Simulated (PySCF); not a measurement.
C2H6BNO, SMILES NB1CCO1. Atoms are numbered in the order given.

```xyz
11

N      0.0490    -1.9167     0.0000
B      0.0449    -0.5209     0.0000
C      1.0981     0.6706     0.0000
C     -0.2209     1.4628     0.0000
O     -1.0700     0.2983     0.0000
H      0.8965    -2.4639     0.0000
H     -0.8050    -2.4583     0.0000
H      1.7208     0.7993    -0.8965
H      1.7208     0.7993     0.8965
H     -0.4020     2.0791    -0.8965
H     -0.4020     2.0791     0.8965
```
Charge 0, spin multiplicity 1.

Geometry: PBE0-D3(BJ)/def2-SVP. The structure was generated by enumeration, and PubChem lists no compound with its InChIKey, so it may never have been made. Other conformers were not sampled.

Two levels are set side by side: PBE/pcSseg-1 (PySCF) and KT2/pcSseg-1 (PySCF). GIAO shifts against BF3 (¹¹B), H2O (¹⁷O), NH3 (¹⁵N), TMS (¹H), TMS (¹³C) at the same level; non-relativistic, no solvent, atoms listed together averaged. Differences are taken from unrounded values.

```csv
quantity,KT2,PBE,PBE minus KT2
δ(¹⁵N) of N1 (ppm),70.2,74.9,4.7
δ(¹¹B) of B2 (ppm),20.3,21.0,0.7
δ(¹³C) of C3 (ppm),15.4,13.9,-1.5
δ(¹³C) of C4 (ppm),71.3,72.8,1.5
δ(¹⁷O) of O5 (ppm),179.1,185.6,6.5
"δ(¹H) of H8, H9 (ppm)",1.79,1.69,-0.10
"δ(¹H) of H10, H11 (ppm)",4.74,4.77,0.03
```

Rough cost on one machine, each run with all the roots and properties that it gave: KT2 against PBE within a factor of 2.
